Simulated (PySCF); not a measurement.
Sn(F)(OH)(NH2)2 (FH5N2OSn), SMILES [NH2][Sn]([NH2])([OH])[F]. Geometry optimised at PBE-D3(BJ)/def2-SVP. The structure was generated by enumeration; whether it is a known compound was not checked. The def2 effective core potentials stand for the cores of Sn; spin–orbit coupling is left out. One conformer was computed; it need not be the lowest.

Computed equilibrium geometry at PBE-D3(BJ)/def2-SVP (PySCF confirms it by a frequency run) as Cartesian coordinates in Å (one conformer of several):
```xyz
10

N     -1.5005    -1.3480    -0.4011
Sn     0.0034    -0.0124     0.0128
N      1.6650    -0.7517     0.9613
O     -0.6718     1.4446     1.1977
F      0.4570     0.7616    -1.7413
H     -1.6002    -1.4168    -1.4248
H     -1.2220    -2.2831    -0.0694
H      2.4304    -0.8444     0.2771
H      1.9764    -0.0483     1.6483
H     -1.6426     1.5002     1.0964
```
Charge 0, spin multiplicity 1.
